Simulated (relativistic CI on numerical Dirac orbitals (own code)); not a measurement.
Radial Dirac CI calculation of Sb14+: levels, rates and radial parameters.

Command:

```sh
python run_levels.py task.json out
```

Input:

```
atom Sb  Z=51  charge=14  electrons=37
nucleus A=121  rms_radius_fm=4.6802
hamiltonian dirac-coulomb  breit=on  qed=on  c_scale=1
orbitals kli  potential=per-configuration
slater_scale 1
correlation none
mixing on
configurations
  [Kr] 4d
  [Ar] 3d10 4s2 4p5 4d2
  [Kr] 4f
  [Ar] 3d10 4s2 4p4 4d3
  [Ar] 3d10 4s 4p6 4d2
  [Kr] 5s
  [Ar] 3d10 4s2 4p5 4d 4f
  [Kr] 5p
  [Ar] 3d10 4p6 4d3
  [Ar] 3d10 4s 4p6 4d 4f
  [Kr] 5d
  [Ar] 3d10 4s2 4p4 4d 4f2
  [Ar] 3d10 4s 4p5 4d3
  [Ar] 3d10 4s2 4p5 4d 5s
  [Kr] 5f
  [Kr] 6s
  [Ar] 3d10 4s2 4p4 4d2 4f
  [Ar] 3d10 4s2 4p5 4f2
  [Ar] 3d10 4s2 4p4 4d2 5s
  [Ar] 3d10 4s2 4p5 4f 5s
  [Ar] 3d10 4s2 4p5 4d 5p
  [Kr] 6p
  [Kr] 5g
  [Ar] 3d10 4p6 4d 4f2
  [Ar] 3d10 4s2 4p5 5s2
  [Ar] 3d10 4s2 4p4 4d2 5p
  [Ar] 3d10 4s2 4p5 4f 5p
  [Kr] 6d
  [Ar] 3d10 4s2 4p5 5s 5p
  [Ar] 3d10 4s 4p5 4d2 4f
  [Ar] 3d10 4s 4p6 4d 5s
  [Ar] 3d10 4s2 4p5 4d 5d
  [Ar] 3d10 4s 4p6 4f2
  [Kr] 6f
  [Ar] 3d10 4s 4p5 4d2 5s
  [Kr] 7s
  [Ar] 3d10 4s2 4p5 5p2
  [Ar] 3d10 4s 4p6 4f 5s
  [Kr] 7p
  [Ar] 3d10 4s 4p6 5s2
end
```

Hardware: one thread of Neoverse-V1, on a shared host. Rates were computed among at most 500 levels.

Task: How large is the problem, and how long does it take?

Result: 5837 determinants at the lowest M give 5837 levels; 322 SCF iterations in all; about 8 s of CPU and 0.29 GiB at the peak.
